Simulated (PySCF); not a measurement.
Method: ωB97X-D3(BJ)/def2-TZVP // PBE0-D3(BJ)/def2-SVP (PySCF 2.14.0). Isolated molecules, 0 K electronic values unless said otherwise. Delta-SCF ions had no search for a lower state. Excitations are Tamm–Dancoff values on a coarser integration grid. The basis has no diffuse functions, so Rydberg states are missing or too high.

Reference species (SMILES): `c1ccc2-c1ccc([SiH3])cc2` (neutral, multiplicity 1).

```yaml
T1 excitation (TDA): 1.97 eV
S1 excitation (TDA): 2.48 eV
vertical ionisation energy (Delta-SCF): 7.33 eV
```

Changed species: `[SiH3]c1cc2cccccc-2c1`.

Question: What does the change do to the T1 excitation (TDA), S1 excitation (TDA) and vertical ionisation energy (Delta-SCF)?

Answer: the T1 excitation (TDA) rises by 0.02 eV, to 1.99 eV; the S1 excitation (TDA) hardly moves; the vertical ionisation energy (Delta-SCF) is nearly the same.
